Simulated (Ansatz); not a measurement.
(OH)2Al-O-SiH3 (AlSiO₃H₅). Charge 0, multiplicity 1. Geometry PBE0-D4/def2-SVP.

```xyz
10

Al   -0.621   -0.006   -1.071
O    -1.608    1.205   -1.727
O    -0.396   -1.449   -1.925
O     0.146    0.191    0.420
Si    1.053   -0.042    1.773
H    -1.787    2.049   -1.310
H    -0.801   -1.624   -2.775
H     1.117    1.227    2.561
H     0.449   -1.103    2.636
H     2.447   -0.447    1.416
```

**Question.** Estimate the orbital energies around the gap (eV) in Ansatz with PBE-D4/def2-SVP, PBE-D4/def2-TZVP, revPBE-D4/def2-TZVP, PBE0-D4/def2-SVP, BHLYP-D4/def2-TZVP.

**Answer.** 
| orbital | PBE-D4/def2-SVP | PBE-D4/def2-TZVP | revPBE-D4/def2-TZVP | PBE0-D4/def2-SVP | BHLYP-D4/def2-TZVP |
| --- | --- | --- | --- | --- | --- |
| HOMO−5 | -7.74 | -8.08 | -8.01 | -9.53 | -11.48 |
| HOMO−4 | -7.68 | -8.04 | -7.96 | -9.45 | -11.46 |
| HOMO−3 | -7.64 | -7.95 | -7.87 | -9.39 | -11.25 |
| HOMO−2 | -7.03 | -7.41 | -7.33 | -8.78 | -10.76 |
| HOMO−1 | -7.02 | -7.28 | -7.23 | -8.58 | -10.14 |
| HOMO | -6.98 | -7.24 | -7.19 | -8.56 | -10.11 |
| LUMO | -1.24 | -1.55 | -1.41 | -0.38 | 0.05 |
| LUMO+1 | 0.23 | 0.00 | 0.11 | 1.05 | 1.47 |
| LUMO+2 | 0.57 | 0.00 | 0.12 | 1.49 | 1.68 |
| LUMO+3 | 1.34 | 0.61 | 0.66 | 2.33 | 2.05 |
| LUMO+4 | 1.70 | 1.07 | 1.15 | 2.61 | 2.58 |
| LUMO+5 | 1.77 | 1.10 | 1.19 | 2.67 | 2.74 |
